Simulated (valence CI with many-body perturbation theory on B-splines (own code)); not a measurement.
Results of a calculation; reference values are marked as such.
**Hyperfine factors and g values of Tb⁵⁰⁺**

Level of theory: relativistic CI+MBPT: five valence electrons over a frozen Dirac-Fock core [Ne], a basis of 9 s, 9 p, 8 d, 6 f, 3 g, 1 h functions for each j, with the one-electron correlation potential Σ1, the two-electron term Σ2, the three-electron term Σ3, Breit, model QED; selected CI, second order for the rest (own B-spline code, finite nucleus).

The last digits are not significant, and no measured levels were compared; by estimate large intervals hold to a few tenths of a per cent, small ones and those within an open d or f shell to about a per cent. Among the levels kept, up to 600 cm⁻¹ of a level comes from second order outside the variational space, and about a tenth of that is noise between levels of different J, which matters for small intervals.

A/g_I is the dipole constant over the nuclear g factor μ/I (μ in nuclear magnetons, uniformly magnetised nucleus), B/Q the quadrupole constant per barn. Both hold the static response of the core; the bare values leave it out. Large factors of s and p1/2 electrons are usually good to 5 to 10 %; those of open d and f shells near neutrality can be off by tens of per cent, and small factors of p3/2, d and f electrons come from cancelling terms and can be off by a factor of two or in sign, in half-filled shells by more. B is blank for J = 1/2, where it vanishes, and for nearly pure S terms. Energies count from the lowest level.

Levels are named by their leading jj configuration (3d3/2^4 stands for four electrons in 3d with j = 3/2), which in mixed levels can hold well under half, so a name can repeat and another be missing. Letters in brackets count levels of one name in rising energy.

| Level | E (× 10³ cm⁻¹) | g | A/g_I (MHz) | A/g_I bare | B/Q (MHz/b) | B/Q bare |
| --- | --- | --- | --- | --- | --- | --- |
| (3s^2 3p1/2^2 3p3/2) J=3/2 | 0.00 | 1.358 | 130000 | 130000 | 246000 | 242000 |
| (3s^2 3p1/2 3p3/2^2) J=3/2 | 1451.0 | 1.451 | -37700 | -34100 | 27800 | 27400 |
| (3s^2 3p1/2 3p3/2^2) J=5/2 | 1533.6 | 1.190 | 309000 | 305000 | -705 | -689 |
| (3s^2 3p1/2^2 3d3/2) J=3/2 | 1565.8 | 0.778 | 69100 | 71000 | 37200 | 38800 |
| (3s^2 3p1/2 3p3/2^2) J=1/2 | 1637.8 | 0.652 | 1010000 | 985000 |  |  |
| (3s^2 3p1/2^2 3d5/2) J=5/2 | 1999.8 | 1.208 | 43000 | 44700 | 24800 | 26900 |
| (3s 3p1/2^2 3p3/2^2) J=5/2 | 2602.5 | 1.458 | 666000 | 654000 | 77600 | 76400 |
| (3s 3p1/2^2 3p3/2^2) J=3/2 | 2808.9 | 1.149 | -342000 | -330000 | -38600 | -37900 |
| (3s 3p1/2^2 3p3/2^2) J=1/2 | 2812.4 | 2.100 | 2720000 | 2660000 |  |  |
| (3s^2 3p1/2 3p3/2 3d3/2) J=5/2 [a] | 3003.5 | 0.956 | 233000 | 230000 | -31200 | -29700 |
| (3s^2 3p1/2 3p3/2 3d3/2) J=3/2 [a] | 3022.2 | 0.910 | 227000 | 225000 | -158000 | -156000 |
| (3s^2 3p1/2 3p3/2 3d3/2) J=1/2 [a] | 3023.5 | 0.207 | 371000 | 367000 |  |  |
| (3s^2 3p1/2 3p3/2 3d3/2) J=7/2 | 3087.3 | 1.038 | 229000 | 227000 | 255000 | 253000 |
| (3s^2 3p3/2^3) J=3/2 | 3101.5 | 1.298 | 138000 | 138000 | -273000 | -269000 |
| (3s^2 3p1/2 3p3/2 3d3/2) J=5/2 [b] | 3287.8 | 1.186 | 47400 | 49600 | 242000 | 239000 |
| (3s^2 3p1/2 3p3/2 3d3/2) J=3/2 [b] | 3348.0 | 1.237 | -9880 | -6170 | 10700 | 9660 |
| (3s^2 3p1/2 3p3/2 3d3/2) J=1/2 [b] | 3349.2 | 1.672 | 692000 | 678000 |  |  |
| (3s^2 3p1/2 3p3/2 3d5/2) J=7/2 [a] | 3361.7 | 1.304 | -35600 | -32100 | 280000 | 278000 |
| (3s^2 3p1/2 3p3/2 3d5/2) J=3/2 [a] | 3429.2 | 1.357 | -114000 | -109000 | -97000 | -95000 |
| (3s^2 3p1/2 3p3/2 3d5/2) J=9/2 | 3451.0 | 1.189 | 171000 | 170000 | 263000 | 262000 |
| (3s^2 3p1/2 3p3/2 3d5/2) J=5/2 [a] | 3459.5 | 1.134 | 232000 | 230000 | -184000 | -180000 |
| (3s^2 3p1/2 3p3/2 3d5/2) J=7/2 [b] | 3617.2 | 1.113 | 195000 | 193000 | 19600 | 21100 |
| (3s^2 3p1/2 3p3/2 3d5/2) J=5/2 [b] | 3621.6 | 1.253 | -26900 | -23800 | 37300 | 38100 |
| (3s^2 3p1/2 3p3/2 3d5/2) J=3/2 [b] | 3675.7 | 0.929 | 290000 | 286000 | 32500 | 32600 |
| (3s^2 3p1/2 3p3/2 3d5/2) J=1/2 | 3700.3 | 1.244 | -300000 | -290000 |  |  |
| (3s 3p1/2^2 3p3/2 3d3/2) J=5/2 [a] | 4128.3 | 1.279 | 522000 | 514000 | 73600 | 72100 |
| (3s 3p1/2^2 3p3/2 3d3/2) J=3/2 [a] | 4143.7 | 1.289 | 327000 | 323000 | -1250 | -2350 |
| (3s 3p1/2 3p3/2^3) J=3/2 [a] | 4149.3 | 1.459 | 500000 | 492000 | -229000 | -225000 |
| (3s 3p1/2^2 3p3/2 3d3/2) J=1/2 [a] | 4155.7 | 2.469 | 1610000 | 1580000 |  |  |
| (3s 3p1/2^2 3p3/2 3d3/2) J=7/2 | 4193.0 | 1.282 | 500000 | 493000 | 238000 | 236000 |
| (3s 3p1/2 3p3/2^3) J=5/2 | 4263.7 | 1.286 | 791000 | 775000 | -298000 | -294000 |
| (3s 3p1/2^2 3p3/2 3d3/2) J=3/2 [b] | 4319.5 | 0.998 | 217000 | 215000 | -138000 | -136000 |
| (3s 3p1/2 3p3/2^3) J=1/2 | 4404.1 | 1.355 | -760000 | -738000 |  |  |
| (3s 3p1/2^2 3p3/2 3d3/2) J=5/2 [b] | 4414.6 | 0.876 | -118000 | -112000 | 155000 | 154000 |
| (3s 3p1/2 3p3/2^3) J=3/2 [b] | 4420.3 | 1.133 | 286000 | 282000 | -24100 | -23700 |
| (3s 3p1/2^2 3p3/2 3d3/2) J=1/2 [b] | 4442.0 | 0.562 | 481000 | 471000 |  |  |
| (3s 3p1/2^2 3p3/2 3d5/2) J=9/2 | 4492.0 | 1.364 | 399000 | 393000 | 255000 | 254000 |
| (3s 3p1/2^2 3p3/2 3d5/2) J=5/2 [a] | 4601.7 | 1.387 | 579000 | 569000 | -133000 | -130000 |
| (3s^2 3p1/2 3d3/2^2) J=5/2 | 4657.9 | 0.770 | 200000 | 198000 | 60100 | 59700 |
| (3s 3p1/2^2 3p3/2 3d5/2) J=7/2 [a] | 4665.2 | 1.248 | 291000 | 288000 | 152000 | 151000 |

Problem. Take the isotope of mass number 159, with I = 3/2, μ = 2.009 μN and Q = 1.432 b. What is the hyperfine structure of (3s 3p1/2^2 3p3/2^2) J=5/2?

Solution. From the table A = 892000 MHz, B = 111000 MHz. Shifts from the centre of gravity in MHz: F = 1: -4610000, F = 2: -2910000, F = 3: -284000, F = 4: 3370000.
